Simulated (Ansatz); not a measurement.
**C2H8BGa: where a starting geometry ends**

The starting geometry of this gas-phase singlet was optimised with GFN2-xTB; its bonds are those of `CB[CH2][GaH2]`.

```yaml
atoms:
  - { symbol: C, position_ang: [0.0580, -1.5863, -0.8258] }
  - { symbol: C, position_ang: [0.6670, -0.7041, 1.6250] }
  - { symbol: B, position_ang: [-0.2116, -0.5802, 0.3622] }
  - { symbol: Ga, position_ang: [2.4105, 0.2018, 1.0430] }
  - { symbol: H, position_ang: [-0.3874, -1.2885, -1.7722] }
  - { symbol: H, position_ang: [1.1379, -1.7022, -0.9775] }
  - { symbol: H, position_ang: [-0.3215, -2.5809, -0.5944] }
  - { symbol: H, position_ang: [-1.0027, 0.2835, 0.2620] }
  - { symbol: H, position_ang: [0.9732, -1.7265, 1.8744] }
  - { symbol: H, position_ang: [0.3207, -0.1960, 2.5316] }
  - { symbol: H, position_ang: [3.3054, -0.3205, -0.1600] }
  - { symbol: H, position_ang: [3.0425, 1.4650, 1.7764] }
```

Q: Predict what becomes of its bonds when it is optimised with B3LYP-D3(BJ)/def2-SVP.

A: It keeps its bonds, and is `CB[CH2][GaH2]`.

The energy falls by 0.16 eV over 28 steps:

```csv
step,E − E(last) (eV)
1,0.161
4,0.031
7,0.012
10,0.002
13,0.001
16,0.000
19,0.000
22,0.000
25,0.000
28,0.000
```

Final geometry (Å):

```xyz
12

C    -0.0338   -1.6486   -0.8362
C     0.8666   -0.7756    1.6006
B    -0.0936   -0.6834    0.4039
Ga    2.4331    0.3599    1.0603
H     0.0229   -1.0830   -1.7841
H     0.7812   -2.3896   -0.8144
H    -0.9932   -2.1982   -0.8940
H    -0.9097    0.2177    0.3803
H     1.3188   -1.7711    1.7494
H     0.5069   -0.3309    2.5403
H     3.5148   -0.2437    0.0885
H     2.5778    1.8116    1.6504
```

Frequencies at the end are all real (lowest 46 cm⁻¹). Run with Ansatz 0.2.0, 60 s on 2 threads of Arm Neoverse V2, with other jobs on the host.
